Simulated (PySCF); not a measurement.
PySCF 2.14 output of an unrestricted PBE calculation on a single atom or ion in x2c-TZVPall (5s5p2d1f, 37 functions), with the spin-free X2C one-electron Hamiltonian (Gaussian nucleus):

```
SCF conv_tol = 1e-09
number electrons alpha = 9  beta = 8
    J. P. Perdew, K. Burke, and M. Ernzerhof.,  Phys. Rev. Lett. 77, 3865 (1996)
    J. P. Perdew, K. Burke, and M. Ernzerhof.,  Phys. Rev. Lett. 78, 1396 (1997)
    J. P. Perdew, K. Burke, and M. Ernzerhof.,  Phys. Rev. Lett. 77, 3865 (1996)
    J. P. Perdew, K. Burke, and M. Ernzerhof.,  Phys. Rev. Lett. 78, 1396 (1997)
cycle= 1 E= -461.381872125574  delta_E= -0.0104  |g|= 0.021  |ddm|= 0.105
cycle= 2 E= -461.382005026545  delta_E= -0.000133  |g|= 0.0146  |ddm|= 0.04
cycle= 3 E= -461.38209616759  delta_E= -9.11e-05  |g|= 0.00339  |ddm|= 0.0189
cycle= 4 E= -461.382098377888  delta_E= -2.21e-06  |g|= 0.000262  |ddm|= 0.00195
cycle= 5 E= -461.382098421848  delta_E= -4.4e-08  |g|= 3.17e-05  |ddm|= 0.000355
cycle= 6 E= -461.382098422389  delta_E= -5.42e-10  |g|= 1.23e-06  |ddm|= 3.85e-05
converged SCF energy = -461.382098422389  <S^2> = 0.75287559  2S+1 = 2.0028735
```

The run itself started from symmetry-adapted Hartree-Fock orbitals and held the occupation by maximum overlap, on a logarithmic radial grid, so the iterations belong to that start.

**Question.** Which element, charge and spin multiplicity is this?

**Answer.** Cl (chlorine, neutral), multiplicity 2; the state was [Ne] 3s2 3p5, 2P determinant.
